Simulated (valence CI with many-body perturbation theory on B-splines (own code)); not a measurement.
## Energy levels of Tm²⁸⁺

Calculated by relativistic CI+MBPT: five valence electrons over a frozen Dirac-Fock core [Kr], a basis of 7 s, 7 p, 8 d, 6 f, 4 g, 1 h functions for each j, with the one-electron correlation potential Σ1 (screened to all orders), the two-electron term Σ2, the three-electron term Σ3, Breit, model QED; selected single and double excitations, second order for the rest, scaled by the run's own slope (own B-spline code, finite nucleus).

No measured spectrum was set against this ion. As an estimate, large intervals hold to a few tenths of a per cent, small ones and those within an open d or f shell to about a per cent. The list stops below the first excitations out of the core.

Levels 1 to 37 of 37, with energies above the lowest level, (4d3/2^4 4d5/2) J=5/2. "Leading %" is the weight of the configuration and term that name the level; weights of strongly mixed levels are sums over their largest components and can fall short. In the jj column 3d3/2^4 stands for four electrons in 3d with j = 3/2. Lifetimes count E1, E2, E3, M1 and M2 decay at the calculated energies, and are blank where another channel may lead or the interval is too uncertain; long ones can be off by a factor of two.

```
No.  Configuration  Term     J  E (cm⁻¹)  Leading %  Second component  Lifetime               Leading jj
  1            4d⁵    ⁴P   5/2         0         30       26 % 4d⁵ ⁶S               4d3/2^4 4d5/2 (82 %)
  2            4d⁵    ⁶S   5/2     63757         37       24 % 4d⁵ ²F    100 μs   4d3/2^3 4d5/2^2 (74 %)
  3            4d⁵    ⁴G   7/2     96771         39       22 % 4d⁵ ⁴D    168 μs   4d3/2^3 4d5/2^2 (97 %)
  4            4d⁵    ⁴D   3/2     99993         42       32 % 4d⁵ ⁴P   58.4 μs   4d3/2^3 4d5/2^2 (96 %)
  5            4d⁵    ⁴G  11/2    103390         42       37 % 4d⁵ ²H             4d3/2^3 4d5/2^2 (96 %)
  6            4d⁵    ⁴G   9/2    112900         42       22 % 4d⁵ ²G   14.5 ms   4d3/2^3 4d5/2^2 (90 %)
  7            4d⁵    ⁴D   5/2    118050         36       18 % 4d⁵ ²D    353 μs   4d3/2^3 4d5/2^2 (81 %)
  8            4d⁵    ⁴P   1/2    123370         51       23 % 4d⁵ ⁴D   2.47 ms   4d3/2^3 4d5/2^2 (81 %)
  9            4d⁵    ²F   7/2    134050         37       27 % 4d⁵ ²G   1.32 ms   4d3/2^3 4d5/2^2 (92 %)
 10            4d⁵    ²D   5/2    160770         33       21 % 4d⁵ ⁴G   34.6 μs   4d3/2^2 4d5/2^3 (73 %)
 11            4d⁵    ²D   3/2    166650         53       25 % 4d⁵ ⁴F    255 μs   4d3/2^3 4d5/2^2 (72 %)
 12            4d⁵    ⁴D   7/2    177810         51       36 % 4d⁵ ⁴G   71.6 μs   4d3/2^2 4d5/2^3 (96 %)
 13            4d⁵    ²I  11/2    182520         54       43 % 4d⁵ ⁴G    101 μs   4d3/2^2 4d5/2^3 (96 %)
 14            4d⁵    ⁴G   9/2    187500         51       40 % 4d⁵ ²G    104 μs   4d3/2^2 4d5/2^3 (90 %)
 15            4d⁵    ⁴D   1/2    192430         74       13 % 4d⁵ ⁴P   56.6 μs   4d3/2^2 4d5/2^3 (94 %)
 16            4d⁵    ²I  13/2    198090        100                      472 μs  4d3/2^2 4d5/2^3 (100 %)
 17            4d⁵    ⁴P   3/2    198960         52       32 % 4d⁵ ⁴F   30.6 μs   4d3/2^2 4d5/2^3 (93 %)
 18            4d⁵    ²F   5/2    203110         41       26 % 4d⁵ ⁴D   59.2 μs   4d3/2^2 4d5/2^3 (92 %)
 19            4d⁵    ²H   9/2    219670         52       47 % 4d⁵ ⁴F   42.4 μs   4d3/2^2 4d5/2^3 (99 %)
 20            4d⁵    ²G   7/2    224260         61       34 % 4d⁵ ²F    165 μs   4d3/2^2 4d5/2^3 (98 %)
 21            4d⁵    ⁴F   5/2    227720         59       24 % 4d⁵ ²D   44.5 μs   4d3/2^2 4d5/2^3 (95 %)
 22            4d⁵    ²D   3/2    234070         87        4 % 4d⁵ ⁴F    108 μs   4d3/2^2 4d5/2^3 (72 %)
 23            4d⁵    ²S   1/2    244880         39       32 % 4d⁵ ⁴P   48.4 μs   4d3/2^2 4d5/2^3 (68 %)
 24            4d⁵    ²F   7/2    245920         41       41 % 4d⁵ ²G   70.7 μs   4d3/2^2 4d5/2^3 (89 %)
 25            4d⁵    ²G   9/2    266280         70       16 % 4d⁵ ²H    117 μs   4d3/2^2 4d5/2^3 (88 %)
 26            4d⁵    ⁴P   5/2    271460         36       25 % 4d⁵ ²F   18.3 μs     4d3/2 4d5/2^4 (87 %)
 27            4d⁵    ⁴F   7/2    294400         32       30 % 4d⁵ ²F   27.0 μs     4d3/2 4d5/2^4 (97 %)
 28            4d⁵    ²H  11/2    302140         59       26 % 4d⁵ ²I   31.2 μs     4d3/2 4d5/2^4 (98 %)
 29            4d⁵    ²D   3/2    302530         49       18 % 4d⁵ ⁴D   28.8 μs     4d3/2 4d5/2^4 (66 %)
 30            4d⁵    ²D   5/2    308320         66       22 % 4d⁵ ²F   41.3 μs   4d3/2^2 4d5/2^3 (64 %)
 31            4d⁵    ²P   3/2    308850         64       13 % 4d⁵ ²D   43.2 μs   4d3/2^2 4d5/2^3 (64 %)
 32            4d⁵    ²G   9/2    321540         66       14 % 4d⁵ ²H   39.5 μs     4d3/2 4d5/2^4 (87 %)
 33            4d⁵    ²D   5/2    332630         67       21 % 4d⁵ ²F   34.9 μs     4d3/2 4d5/2^4 (62 %)
 34            4d⁵    ²G   7/2    339890         62       29 % 4d⁵ ²F   37.8 μs     4d3/2 4d5/2^4 (92 %)
 35            4d⁵    ²P   1/2    364610         66       27 % 4d⁵ ²S   34.8 μs     4d3/2 4d5/2^4 (80 %)
 36            4d⁵    ²D   3/2    403670         76       18 % 4d⁵ ²P   22.7 μs     4d3/2 4d5/2^4 (89 %)
 37            4d⁵    ²D   5/2    416830         54       19 % 4d⁵ ²F   13.7 μs           4d5/2^5 (81 %)
```

Where two levels of one J and parity lie close, their mixing, g and order are uncertain.

The ionisation energy to 4d⁴ ³P0 of the next ion comes out as 1051.3 eV (NIST: 1050 ± 4 eV (theoretical)). All 37 levels together are meant to be complete up to 880480 cm⁻¹.
